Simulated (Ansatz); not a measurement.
`C[BH][AlH2]` + CH₃NH₂ → `CBNC` + `[AlH3]` at 400 K and 1 bar (cleavage of the B–Al bond).

Isolated molecules relaxed with PBE0-D4/def2-TZVP in Ansatz; ΔE leaves out vibrations. CBS: MP2 limit from def2 TZ/QZ plus the TZ coupled-cluster correction, frozen cores. This one scheme is used for every species. Each species was taken in one conformer, which may not be the lowest.

```json
{"species": "`C[BH][AlH2]`", "CCSD(T)/CBS energy (Eh)": "-308.41859", "H − E (kJ/mol)": "187.6", "S (J/(mol·K))": "338.9"}
{"species": "CH₃NH₂", "CCSD(T)/CBS energy (Eh)": "-95.75281", "H − E (kJ/mol)": "185.4", "S (J/(mol·K))": "256.0"}
{"species": "`CBNC`", "CCSD(T)/CBS energy (Eh)": "-160.46148", "H − E (kJ/mol)": "304.2", "S (J/(mol·K))": "336.8"}
{"species": "`[AlH3]`", "CCSD(T)/CBS energy (Eh)": "-243.78045", "H − E (kJ/mol)": "63.6", "S (J/(mol·K))": "220.9"}
```

H − E and S are ideal-gas, rigid-rotor, harmonic terms from PBE0-D4/def2-TZVP, for one conformer and one mirror image of each species. 1 Eh = 2625.50 kJ/mol, R = 8.31446 J/(mol·K).

Problem. By hand: ΔE, ΔH, ΔS and ΔG.

Solution. ΔE = (-160.46148) + (-243.78045) − (-308.41859) − (-95.75281) = -0.07053 Eh = -185.2 kJ/mol. Δ(H − E) = 304.2 + 63.6 − 187.6 − 185.4 = -5.2, so ΔH = -190.4 kJ/mol. ΔS = 336.8 + 220.9 − 338.9 − 256.0 = -37.2 J/(mol·K). ΔG = -190.4 − 400 × (-37.2)/1000 = -175.5 kJ/mol.

Problem. By hand: the equilibrium constant, and the temperature at which ΔG would vanish if ΔH and ΔS stayed fixed.

Solution. log₁₀ K = −ΔG/(RT ln 10) = 22.9. ΔG = 0 at ΔH/ΔS = 5118 K, far beyond where these terms or the molecules hold.

ΔH outweighs TΔS. A doubt of 5 kJ/mol in ΔE shifts log₁₀ K by 0.7 here. Other conformers and mirror images would add mixing entropy, several J/(mol·K) or more a flexible species. These are equilibria of isolated gas molecules and say nothing of rates. Largest T1 diagnostic: 0.011 (customary marks: 0.02 for closed shells, 0.045 for open ones).
